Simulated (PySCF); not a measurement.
Computed shifts of a molecule CH7FOSi2, KT2/pcSseg-1 (PySCF), GIAO, gas phase, atoms alike by connectivity averaged where their shifts nearly agree, in ppm (number of nuclei): ²⁹Si: 1.7 (1), -73.2 (1). ¹⁹F: -164.6 (1). ¹³C: -3.4 (1). ¹H: 5.75 (1), 4.47 (3), 2.71 (1), 0.91 (1), 0.44 (1). References: ¹⁷O against H2O (σ = 330.4 ppm); ²⁹Si against TMS (σ = 361.9 ppm); ¹⁹F against CFCl3 (σ = 127.1 ppm); ¹³C against TMS (σ = 185.1 ppm); ¹H against TMS (σ = 31.47 ppm), references at their B3LYP-D3(BJ)/def2-TZVP geometries, non-relativistic. Geometry optimised at PBE-D3(BJ)/def2-SVP. The values are those of a single conformer.

Problem. Identify the compound among the candidates.
A. OC[SiH2][SiH2]F
B. C[Si@@](O)(F)[SiH3]
C. C[Si@@H](F)O[SiH3]
D. O[Si@@H](F)C[SiH3]

Solution. D, O[Si@@H](F)C[SiH3]
